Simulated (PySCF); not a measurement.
A family of related molecules: H2E=E'H2. All species are isolated molecules in the gas phase. One relaxed conformer stands for each flexible species; it need not be the lowest. Strings in code marks are SMILES.

The dipole moment from two functionals at the same geometries (CAM-B3LYP-D3(BJ)/def2-TZVP), both in PySCF: PBE-D3(BJ)/def2-TZVP and TPSSh-D3(BJ)/def2-TZVP. 

```csv
species,PBE-D3(BJ)/def2-TZVP (D)
`C=[SiH2]`,0.60
`[CH2]=[GeH2]`,0.63
`NB`,2.08
`[NH2][AlH2]`,1.40
`[SnH2]=[CH2]`,0.79
```

What does TPSSh-D3(BJ)/def2-TZVP give for each?


- `C=[SiH2]`: 0.67
- `[CH2]=[GeH2]`: 0.66
- `NB`: 2.00
- `[NH2][AlH2]`: 1.34
- `[SnH2]=[CH2]`: 0.83
Over these rows, drawn at random from the members with no instability flagged (it was tested for open shells, ions and some series alone), PBE minus TPSSh-D3(BJ): mean 0.00 D, from -0.07 D to +0.08 D.
